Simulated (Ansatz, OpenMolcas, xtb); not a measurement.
A ladder of methods for Si2H4OF2 (SMILES O[SiH](F)[SiH2]F)

Si2H4OF2: 9 atoms, total charge 0, spin state singlet. As SMILES, `O[SiH](F)[SiH2]F`. The shape is that of a PBE0-D4/def2-TZVP optimisation. This is one conformer, not always the lowest.

Quantity: the HOMO–LUMO gap, in eV. The values are calculated.

```json
{"level": "GFN1-xTB", "kind": "semi-empirical", "program": "xtb", "value (eV)": "4.63", "CPU time": "under 2 s"}
{"level": "HF/def2-SVP", "kind": "Hartree–Fock", "program": "Ansatz", "value (eV)": "14.00", "CPU time": "2.9 s"}
{"level": "SVWN5/def2-SVP", "kind": "LDA", "program": "OpenMolcas", "value (eV)": "5.03", "CPU time": "30 s"}
{"level": "revPBE/def2-SVP", "kind": "GGA", "program": "Ansatz", "value (eV)": "5.28", "CPU time": "7.1 s"}
{"level": "TPSS/def2-SVP", "kind": "meta-GGA", "program": "OpenMolcas", "value (eV)": "5.60", "CPU time": "44 s"}
{"level": "r2SCAN/def2-SVP", "kind": "meta-GGA", "program": "Ansatz", "value (eV)": "5.83", "CPU time": "15 s"}
{"level": "BHLYP/def2-SVP", "kind": "global hybrid", "program": "OpenMolcas", "value (eV)": "9.63", "CPU time": "34 s"}
{"level": "wB97M-V/def2-SVP", "kind": "range-separated hybrid", "program": "Ansatz", "value (eV)": "11.37", "CPU time": "1.8 min"}
{"level": "B2PLYP/def2-SVP", "kind": "double hybrid", "program": "Ansatz", "value (eV)": "9.89", "CPU time": "15 s"}
```

The values span 4.63 to 14.00 eV. Orbital gaps aren't excitation energies, and those of double hybrids come from the SCF part alone; they tend to grow with the share of exact exchange. CPU times are rough (shared hosts, several kinds of processor and program).
